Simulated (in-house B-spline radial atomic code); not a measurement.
Computed with a B-spline radial atomic code. Model: two electrons, singlet ground state, non-relativistic, full CI in B-splines with partial waves to l = 8 (at full coupling up to 3e-4 hartree above the limit, correlation up to 0.6 % small), density held at that of full coupling by Lieb maximisation.

Along the adiabatic connection the electron repulsion is scaled by a coupling λ while a local potential keeps the density fixed. At λ = 0 the system is the Kohn-Sham one and W equals the exchange energy; the exchange-correlation energy is the area under W between 0 and 1. The kinetic energy rises with λ as the electrons avoid each other, with dT/dλ = −λ dW/dλ.

Command:
```bash
python run_ac.py task.json out
```
Settings (lengths in bohr, energies in hartree):
```
potential              gauss
strength               11.5
lmax                   8
second                 2.42
```

Cost of the run: 11 s on 1 thread of Intel(R) Xeon(R) Processor @ 2.30GHz, with other jobs on the host.

**W = mean repulsion less Hartree energy, and W of three functionals.**

Given: confinement Gaussian well; well depth 11.5 hartree; well width 2.42 bohr; external potential -V exp(-r^2/w^2).

Computed: LDA exchange minus exact 146.33 millihartree; PBE exchange minus exact 42.605 millihartree.

| coupling | W xc (hartree) | W xc minus exchange (millihartree) | kinetic minus Kohn-Sham (millihartree) | LDA (PW92) W minus its exchange (millihartree) | PBE W minus its exchange (millihartree) | SCAN W minus its exchange (millihartree) |
| --- | --- | --- | --- | --- | --- | --- |
| 0 | -1.0059 | 0 | 0 | 0 | 0 | 0 |
| 0.02 | -1.0078 | -1.965 | 0.02 | -11.98 | -3.18 | -1.89 |
| 0.05 | -1.0107 | -4.878 | 0.12 | -24.52 | -7.78 | -4.67 |
| 0.12 | -1.0174 | -11.52 | 0.68 | -46.88 | -17.83 | -10.92 |
| 0.25 | -1.0292 | -23.297 | 2.86 | -78.07 | -34.62 | -21.88 |
| 0.4 | -1.0419 | -36.047 | 6.99 | -106.15 | -51.81 | -33.68 |
| 0.6 | ? | ? | ? | ? | ? | ? |
| 0.8 | -1.072 | -66.168 | 24.88 | -161.65 | -90.03 | -61.58 |
| 1 | -1.0853 | -79.394 | 36.77 | -183.34 | -106.17 | -73.96 |
| 1.4 | -1.1087 | -102.8 | 64.73 | -219.48 | -134.27 | -96.17 |
| 2 | ? | ? | ? | ? | ? | ? |
| 3 | -1.1743 | -168.39 | 204.21 | -313.71 | -212.9 | -161.62 |
| 4.5 | -1.2122 | -206.31 | 344.47 | -367.6 | -260.38 | -202.22 |
| 7 | -1.2517 | -245.85 | 567.48 | -425.91 | -313.17 | -246.56 |
| 10 | -1.2806 | -274.77 | 809.97 | -471.01 | -354.75 | -279.44 |

Q: What belongs in the row 0.6?

A: W xc (hartree): -1.0576; W xc minus exchange (millihartree): -51.766; kinetic minus Kohn-Sham (millihartree): 14.82; LDA (PW92) W minus its exchange (millihartree): -136.46; PBE W minus its exchange (millihartree): -72.07; SCAN W minus its exchange (millihartree): -48.21.

Q: What belongs in the row 2?

A: W xc (hartree): -1.1376; W xc minus exchange (millihartree): -131.78; kinetic minus Kohn-Sham (millihartree): 113.66; LDA (PW92) W minus its exchange (millihartree): -261.82; PBE W minus its exchange (millihartree): -168.77; SCAN W minus its exchange (millihartree): -124.4.

Q: What is the SCAN exchange minus exact?

A: 3.8401 millihartree.

**Energy parts, natural occupations and partial-wave weights.**

Computed: total energy -16.3896 hartree; exchange energy -1.0059 hartree; correlation energy -0.042623 hartree; kinetic part of the DFT correlation energy 0.03677 hartree; initial slope twice GL2 -0.098707 hartree; kinetic part over minus potential part 0.46314; Lieb Oxford ratio E_xc over LDA exchange 1.2198.

```tsv
natural	occupation of the shell (electrons)
s	1.9836
p	0.014692
s	0.00093885
d	0.00053844
p	?
f	6.7374e-05
```

Q: What belongs in the row p?

A: occupation of the shell (electrons): 0.00012414.

```csv
wave,weight
s,0.99226
p,0.0074121
d,0.00028234
f,?
g,8.3829e-06
```

Q: What belongs in the row f?

A: weight: 3.7323e-05.

Q: What is the Kohn-Sham kinetic?

A: 2.3741 hartree.

Q: What is the Hartree energy?

A: 2.0117 hartree.

Half-way to full coupling W has made 55 % of its drop, against 50 % for a straight line, and second-order (GL2) theory, half the initial slope, overshoots the correlation energy by about 16 %: a moderate bend, as in light atoms. Over couplings 0 to 1 the errors in E_xc come to about +75 millihartree for LDA, +26 millihartree for PBE, +6.7 millihartree for SCAN, so SCAN is nearest. In LDA and PBE the errors of exchange and correlation have opposite signs, so the sum is smaller than the larger of the two.
